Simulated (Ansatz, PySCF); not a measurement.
Potential energy curve for GaMg (anion, charge -1), lowest singlet found (which spin is the ground state isn't settled by this scan).

Computed with: UKS-LDA (SVWN5)/6-31G* = PySCF with unrestricted LDA (SVWN5)/6-31G*, spherical d; RMP2/3-21G = restricted MP2 (frozen core)/3-21G in PySCF 2.14.0; RKS-B3LYP/LANL2DZ = restricted B3LYP/LANL2DZ, with its core potentials past Ne (PySCF 2.14.0); FCI = full CI/aug-cc-pVDZ, cores with 3d frozen run with Ansatz (a first-principles code).

Energies relative to the lowest point of each curve between 2.30 and 2.95 Å, where full CI is lowest, in kJ/mol; the last columns give the difference from FCI:

```
R / Å  UKS-LDA (SVWN5)/6-31G*  RMP2/3-21G  RKS-B3LYP/LANL2DZ    FCI  UKS-LDA (SVWN5)/6-31G* − FCI  RMP2/3-21G − FCI  RKS-B3LYP/LANL2DZ − FCI
-----  ----------------------  ----------  -----------------  -----  ----------------------------  ----------------  -----------------------
1.91                    221.1       281.7              284.6  296.0                         -75.0             -14.3                    -11.4
2.03                    130.6       174.4              183.1  189.8                         -59.1             -15.4                     -6.6
2.19                     57.4        83.2               94.1   97.4                         -40.0             -14.3                     -3.4
2.30                     28.4        45.2               55.3   57.3                         -28.9             -12.2                     -2.0
2.42                     10.2        19.7               27.9   28.9                         -18.7              -9.2                     -1.0
2.50                      3.7         9.6               16.0   16.6                         -12.9              -7.1                     -0.6
2.57                      0.8         4.1                8.9    9.2                          -8.4              -5.1                     -0.3
2.67                      0.0         0.4                2.8    2.9                          -2.9              -2.4                     -0.1
2.72                      0.7         0.0                1.1    1.1                          -0.4              -1.1                      0.0
2.85                      5.2         1.9                0.0    0.0                           5.2               1.9                      0.0
2.95                     10.4         5.4                1.4    1.5                           8.9               3.9                     -0.1
```

UKS-LDA (SVWN5)/6-31G* is furthest from FCI at 1.91 (-75.0 kJ/mol, below); its mean absolute difference over the points is 23.7 kJ/mol.

RMP2/3-21G is furthest from FCI at 2.03 (-15.4 kJ/mol, below); its mean absolute difference over the points is 7.9 kJ/mol.

RKS-B3LYP/LANL2DZ is furthest from FCI at 1.91 (-11.4 kJ/mol, below); its mean absolute difference over the points is 2.3 kJ/mol.

The scan ran from 1.91 to 8.88 Å; beyond the distances shown full CI changes its symmetry label. The unrestricted determinant behind UKS-LDA (SVWN5)/6-31G* is spin-contaminated at 1.91 to 2.95 Å (<S²> up to 1.0, against 0.00 for a pure singlet). Where the anion isn't bound against loss of the electron, the finite basis alone holds it. The restricted form behind RMP2/3-21G, RKS-B3LYP/LANL2DZ keeps the bonding electrons paired and can't separate into open-shell fragments.
